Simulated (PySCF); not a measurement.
TiCl3I, SMILES [Cl][Ti]([Cl])([Cl])[I], multiplicity 1.

Geometry: B3LYP-D3(BJ)/def2-SVP. The spin state was assumed, not searched. The structure was generated by enumeration; whether it is a known compound was not checked. The def2 effective core potentials stand for the cores of I; spin–orbit coupling is left out.

Level of theory: TDA-PBE/def2-SVPD run with PySCF.

Vertical excitations; the highest root listed may be one member of a degenerate set. Isolated molecule, no solvent. State labels are in the subgroup Cs.

```tsv
state	symmetry	energy (eV)	λ (nm)	f	main pairs
S1	A"	2.61	475	0.000	HOMO−1→LUMO 50 %, HOMO→LUMO+1 50 %
S2	A"	2.72	456	0.002	HOMO→LUMO+1, HOMO−1→LUMO (degenerate set)
S3	A'	2.72	456	0.002	HOMO→LUMO, HOMO−1→LUMO+1 (degenerate set)
S4	A'	3.00	414	0.024	HOMO−1→LUMO+1 34 %, HOMO→LUMO 34 %, HOMO−1→LUMO+4 15 %, HOMO→LUMO+3 15 %
S5	A"	3.40	365	0.001	HOMO→LUMO+2 (degenerate set)
S6	A'	3.40	365	0.001	HOMO−1→LUMO+2 (degenerate set)
S7	A"	3.42	363	0.000	HOMO−1→LUMO+3 50 %, HOMO→LUMO+4 50 %
S8	A"	3.48	356	0.000	HOMO→LUMO+4, HOMO−1→LUMO+3 (degenerate set)
S9	A'	3.48	356	0.000	HOMO→LUMO+3, HOMO−1→LUMO+4 (degenerate set)
S10	A'	3.70	335	0.006	HOMO−2→LUMO 90 %
T1	A'	2.41	514	0	HOMO−1→LUMO+1 49 %, HOMO→LUMO 49 %
T2	A'	2.49	497	0	HOMO→LUMO, HOMO−1→LUMO+1 (degenerate set)
T3	A"	2.49	497	0	HOMO−1→LUMO, HOMO→LUMO+1 (degenerate set)
T4	A"	2.59	479	0	HOMO−1→LUMO 50 %, HOMO→LUMO+1 50 %
```
Triplets are in the Tamm–Dancoff approximation.
